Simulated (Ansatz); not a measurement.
Molecule: sum formula H$_{9}$Si$_{4}$O, charge 0, multiplicity 2. It need not be the lowest isomer of its formula. 
Structure (B3LYP-D3(BJ)/def2-TZVP (Ansatz, an electronic-structure program) minimum search):
```xyz
14

O     -0.3192     0.0844    -2.0100
Si    -0.0423    -0.0109    -0.3633
Si     1.6398    -1.5098     0.2524
Si    -1.9665    -0.6773     0.8147
Si     0.6320     2.1306     0.3039
H     -0.5304    -0.7304    -2.4747
H      2.9555    -1.3349    -0.4162
H      1.2686    -2.9498     0.2387
H     -2.4214    -2.0128     0.3495
H     -3.0761     0.2875     0.6162
H     -1.6576    -0.7625     2.2634
H     -0.3499     3.1532    -0.1309
H      1.9625     2.4686    -0.2573
H      0.7197     2.1488     1.7849
```
Charge 0, spin multiplicity 2.

Property: atomisation energy (electronic, to ground-state atoms), in kcal/mol. Correlated levels leave the core frozen unless marked. Open shells are spin-unrestricted. No spin-orbit coupling. Non-relativistic unless marked X2C. The coupled-cluster limit lacks core correlation, which all-electron functionals hold. Basis-set limits of correlation are two-point, X^-3; Hartree-Fock from the larger set.

| level | program | atomisation energy (kcal/mol) |
|---|---|---|
| SVWN5/def2-TZVPD | Ansatz | [?] |
| PBE-D4/def2-TZVPD | Ansatz + dftd4 | 996.1 |
| BLYP/def2-TZVPD | Ansatz | [?] |
| revPBE-D4/def2-TZVPD | Ansatz + dftd4 | 981.6 |
| r2SCAN/def2-TZVPD | Ansatz | 1002.1 |
| r2SCAN-D3(BJ)/def2-TZVPD | Ansatz + dftd3 | 1005.0 |
| B97M-V/def2-TZVPD | Ansatz | [?] |
| B3LYP-D3(BJ)/def2-TZVPD | Ansatz + dftd3 | 1001.9 |
| r2SCANh-D4/def2-TZVPD | Ansatz + dftd4 | 1000.4 |
| B2GP-PLYP-D3(BJ)/def2-TZVPD | Ansatz + dftd3 | 987.1 |
| B2GP-PLYP/def2-TZVPD | Ansatz | 977.4 |
| RPA@PBE/cc-pV(T+d)Z | Ansatz | [?] |
| CCSD/6-31G* | Ansatz | 864.5 |
| X2C-CCSD(T)/cc-pVTZ-DK | Ansatz | 964.8 |
| CCSD(T)/CBS(cc-pV(T+d)Z,cc-pV(Q+d)Z) | Ansatz | 1005.2 |

Some entries are withheld; supply them.


- SVWN5/def2-TZVPD, atomisation energy (kcal/mol): 1112.8
- BLYP/def2-TZVPD, atomisation energy (kcal/mol): 970.1
- B97M-V/def2-TZVPD, atomisation energy (kcal/mol): 1008.1
- RPA@PBE/cc-pV(T+d)Z, atomisation energy (kcal/mol): 935.0
